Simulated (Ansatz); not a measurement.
Coupled-cluster diagnostics for IrO2⁺, Ansatz.

Geometry of the singlet (B3LYP-D4/def2-TZVP):

```xyz
3

Ir    0.1685    0.1701   -0.2521
O     1.2653   -0.8136    0.5367
O    -1.4338    0.6436   -0.2846
```

In the def2 sets Ir takes a core potential; there is no spin–orbit coupling. Correlated methods freeze 2 core orbitals; core or outer-core shells of Ir are correlated, in sets that lack core-valence functions. In CCSD on the charge 1 triplet the largest single amplitude is 0.36, so its Hartree–Fock determinant may place the open shell otherwise than the density functionals do. The geometry of the singlet was relaxed on an unsound state (restricted singlet, unstable towards broken spin symmetry at other levels and untested here). At PBE0-D4/def2-TZVP a broken-symmetry singlet of charge 1 lies 0.22 eV below the triplet, each at its own geometry. At PBE0-D4/def2-TZVP a broken-symmetry singlet of charge 1 lies 0.57 eV below the quintet, each at its own geometry. The structure comes from a short search, and lower isomers may exist.

Geometry of the charge 1 triplet (B3LYP-D4/def2-TZVP):

```xyz
3

Ir   -0.204    0.281   -0.319
O    -0.009    0.962    1.204
O     0.213   -1.244   -0.885
```

Geometry of the charge 1 quintet (B3LYP-D4/def2-TZVP):

Cartesian coordinates in Å:
```
Ir -0.568 0.199 -0.210
O -0.277 -0.313 1.424
O 0.845 0.114 -1.215
```

(1) Estimate the CCSD(T) correlation energy, the shares of MP2 and (T), T1 and the reference's ⟨S²⟩ for: charge 1, singlet, own geometry in def2-TZVPP; charge 1, triplet, own geometry in def2-TZVPP; charge 1, quintet, own geometry in def2-TZVPP; and the rough time on 4 threads of Arm Neoverse V1 on a shared host.

Results:

(1) 
| state | basis | correlation (eV) | MP2 share (%) | (T) share (%) | T1 | ⟨S²⟩ (pure) | wall time | remarks |
| --- | --- | --- | --- | --- | --- | --- | --- | --- |
| charge 1, singlet, own geometry | def2-TZVPP | -30.763 | 104.5 | 7.6 | 0.042 | 0.00 (0.00) | 11 s | restricted SCF unstable |
| charge 1, triplet, own geometry | def2-TZVPP | -27.237 | 93.4 | 5.5 | 0.085 | 2.92 (2.00) | 16 s | flagged by the program, large T1 (0.085), spin-contaminated (⟨S²⟩ 2.92) |
| charge 1, quintet, own geometry | def2-TZVPP | -27.025 | 93.3 | 5.4 | 0.071 | 6.06 (6.00) | 12 s | large T1 (0.071) |
Customary marks for T1 are 0.02 (closed shells), 0.045 (open shells) and about 0.05 (3d metals). T1 exceeds 0.02 in 3 of 3 rows and 0.045 in 2; the higher it lies, the less the single-reference result can be trusted.
